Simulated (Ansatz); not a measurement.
## GeS (germanium sulfide): a line through the functionals

GeS: 2 atoms, total charge 0, spin state singlet. As SMILES, `[S+]#[Ge-]`. The bond length is the measured one.

The HOMO–LUMO gap y, in eV, basis aug-cc-pVTZ; a is the functional's share of exact exchange. Programs: Ansatz 0.2.0.

| functional | program | a | y (eV) |
| --- | --- | --- | --- |
| BLYP | Ansatz | 0 | 3.68 |
| PBE | Ansatz | 0 | 3.72 |
| B3LYP | Ansatz | 0.2 | 5.13 |
| r2SCAN0 | Ansatz | 0.25 | 5.77 |
| PBE0 | Ansatz | 0.25 | ? |
| BHLYP | Ansatz | 0.5 | 7.22 |

Q: Fit y = c + s·a to the known rows and predict PBE0.

A: 
1. Means of the 5 rows: a = 0.1900, y = 5.104.
2. Σ(Δa)² = 0.172, Σ(Δa·Δy) = 1.2297, so the slope is 1.2297/0.172 = 7.1494.
3. Intercept: 5.104 − (7.1494) × 0.1900 = 3.746. The largest residual of the fit is 0.24.
4. PBE0: 3.746 + (7.1494) × 0.25 = 5.53 eV.

The run gave 5.54 eV, so the prediction is off by -0.01 eV, within the scatter of the fit. Exact exchange lowers occupied levels and raises empty ones.
